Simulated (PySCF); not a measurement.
C3H10OSi (SMILES CCC[SiH2]O), singlet, at a GFN2-xTB geometry; M062X/6-31G run with PySCF.

PySCF was given this input:
```python
from pyscf import gto, scf, dft, solvent

mol = gto.M(
    atom='''
Si    0.929818   -0.555206   -0.118271
O     2.448426   -0.042474   -0.412069
C    -0.225083    0.918044    0.234732
C    -1.619911    0.535868    0.723711
C    -2.401075   -0.260982   -0.311615
H     0.915887   -1.452693    1.043784
H     0.642269   -1.244924   -1.368553
H     2.907646    0.545710    0.180694
H     0.235199    1.565098    0.987937
H    -0.326238    1.528960   -0.665685
H    -2.179951    1.443604    0.968523
H    -1.534070   -0.052761    1.639849
H    -3.411979   -0.457357    0.039810
H    -1.912855   -1.211962   -0.508236
H    -2.464354    0.291422   -1.246752
''',
    basis='6-31g',
    charge=0,
    spin=0,
    verbose=4,
)

mf = dft.RKS(mol)
mf.xc = 'm062x'
mf.kernel()
mf.analyze()
```

Output, abridged:

```
PySCF version 2.14.0

[INPUT] verbose = 4
[INPUT] num. atoms = 15
[INPUT] num. electrons = 50
[INPUT] charge = 0
[INPUT] spin (= nelec alpha-beta = 2S) = 0
[INPUT] symmetry False subgroup None
[INPUT] Mole.unit = angstrom
[INPUT] Symbol           X                Y                Z      unit          X                Y                Z       unit  Magmom
[...]
nuclear repulsion = 240.540669167678
number of shells = 47
number of NR pGTOs = 174
number of NR cGTOs = 69
basis = 6-31g
ecp = {}

******** <class 'pyscf.dft.rks.RKS'> ********
method = RKS
initial guess = minao
damping factor = 0
level_shift factor = 0
DIIS = <class 'pyscf.scf.diis.CDIIS'>
diis_start_cycle = 1
diis_space = 8
diis_damp = 0
SCF conv_tol = 1e-09
SCF conv_tol_grad = None
SCF max_cycles = 50
direct_scf = True
direct_scf_tol = 1e-13
XC library pyscf.dft.libxc version 7.1.2
    S. Lehtola, C. Steigemann, M. J. T. Oliveira, and M. A. L. Marques,  SoftwareX 7, 1–5 (2018)
XC functionals = m062x
    Y. Zhao and D. G. Truhlar,  Theor. Chem. Acc. 120, 215 (2008)
    Y. Zhao and D. G. Truhlar,  Theor. Chem. Acc. 120, 215 (2008)
radial grids:
    Treutler-Ahlrichs [JCP 102, 346 (1995); DOI:10.1063/1.469408] (M4) radial grids

becke partition: Becke, JCP 88, 2547 (1988); DOI:10.1063/1.454033
pruning grids: <function nwchem_prune>
grids dens level: 3
symmetrized grids: False
atomic radii adjust function: <function treutler_atomic_radii_adjust>
small_rho_cutoff = 0
Set gradient conv threshold to 3.16228e-05
Initial guess from minao.
tot grids = 173696
init E= -485.340024097096
[...]
cycle= 1 E= -484.763530898196  delta_E= 0.576  |g|= 0.624  |ddm|= 3.14
[...]
cycle= 2 E= -484.749917334381  delta_E= 0.0136  |g|= 0.717  |ddm|= 1.13
[...]
cycle= 3 E= -484.846765995922  delta_E= -0.0968  |g|= 0.0504  |ddm|= 0.631
[...]
cycle= 4 E= -484.847210200016  delta_E= -0.000444  |g|= 0.0274  |ddm|= 0.0703
[...]
cycle= 5 E= -484.847406290959  delta_E= -0.000196  |g|= 0.00199  |ddm|= 0.0273
[...]
cycle= 6 E= -484.847407580982  delta_E= -1.29e-06  |g|= 0.000998  |ddm|= 0.00437
[...]
cycle= 7 E= -484.847407854689  delta_E= -2.74e-07  |g|= 0.000189  |ddm|= 0.00118
[...]
cycle= 8 E= -484.847407866125  delta_E= -1.14e-08  |g|= 3.21e-05  |ddm|= 0.000303
[...]
cycle= 9 E= -484.847407866632  delta_E= -5.07e-10  |g|= 7.4e-06  |ddm|= 8.23e-05
[...]
Extra cycle  E= -484.847407866649  delta_E= -1.71e-11  |g|= 5.27e-06  |ddm|= 1.78e-05
converged SCF energy = -484.847407866649
**** SCF Summaries ****
Total Energy =                        -484.847407866648837
Nuclear Repulsion Energy =             240.540669167677862
One-electron Energy =                -1142.410521095598597
Two-electron Energy =                  417.022444061271983
Two-electron Coulomb Energy =          466.537444869267290
DFT Exchange-Correlation Energy =      -49.515000807995293
HOMO-LUMO gap [eV] =                    10.709856882454185
**** MO energy ****
[...]
 ** Mulliken pop on meta-lowdin orthogonal AOs  **
 ** Mulliken pop  **
 ** Mulliken atomic charges  **
charge of    0Si =      0.76979
charge of    1O =     -0.71989
charge of    2C =     -0.43487
charge of    3C =     -0.17037
charge of    4C =     -0.31897
charge of    5H =     -0.10654
charge of    6H =     -0.07717
charge of    7H =      0.32857
charge of    8H =      0.10575
charge of    9H =      0.11155
charge of   10H =      0.10046
charge of   11H =      0.09558
charge of   12H =      0.10937
charge of   13H =      0.10158
charge of   14H =      0.10515
Dipole moment(X, Y, Z, Debye): -1.05842,  1.26875,  1.67776
```
